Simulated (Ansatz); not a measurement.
Basis-set extrapolation for C2H6O2Si2, SMILES `O[Si]1([SiH3])C=CO1` (PBE0-D4/def2-TZVP geometry, frozen core, the Gaussian-basis code of Ansatz). Multiplicity 1, RHF reference.

```csv
,def2-TZVPP,def2-QZVPP
HF,-806.982276,-807.010977
MP2 correlation,-1.023510,-1.100562
CCSD(T) correlation,-1.109551,not run
```

Energies in hartree. Use E(X) = E(∞) + A·exp(−7.88·√X) for Hartree–Fock and E(X) = E(∞) + B·X^(−2.97) for correlation, with X = 3 and 4, and add CCSD(T) minus MP2 of the smaller set to the MP2 limit.

What is the CCSD(T) energy at the basis-set limit?

HF limit: -807.010977 + (-0.028701) × 0.13774 = -807.01493. MP2 limit: -1.100562 + (-0.077052) × 0.74074 = -1.15764. Higher-order term: -1.109551 − (-1.023510) = -0.08604. Total: -808.25861 hartree, 437.9 kJ/mol below CCSD(T)/def2-TZVPP.
